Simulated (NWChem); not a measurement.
System: SiH2SF2; SMILES F[SiH](F)S

The following NWChem deck was run.

```
start job
memory heap 200 mb stack 900 mb global 1100 mb
geometry units angstroms noautoz
  Si     0.018476     0.479434     0.304139
  F     -1.340057     1.140546    -0.220458
  F      1.244541     1.278737    -0.347762
  S     -0.032686    -1.545432    -0.353259
  H      0.122632     0.627360     1.767332
  H      1.152878    -1.878362     0.203978
end
basis spherical
  * library def2-svp
end
dft
  xc xpbe96 cpbe96
  iterations 150
  mulliken
end
task dft energy
```

The geometry was optimised at B3LYP/6-31G* (spherical d).

**Question.** Give the results of this calculation. (PBE/def2-SVP.) Quantities: energy (Ha); highest occupied level (eV); orbital gap (eV); dipole (D).

**Answer.** 
- energy (Ha) = -887.83
- highest occupied level (eV) = -6.72
- orbital gap (eV) = 6.12
- dipole (D) = 1.85
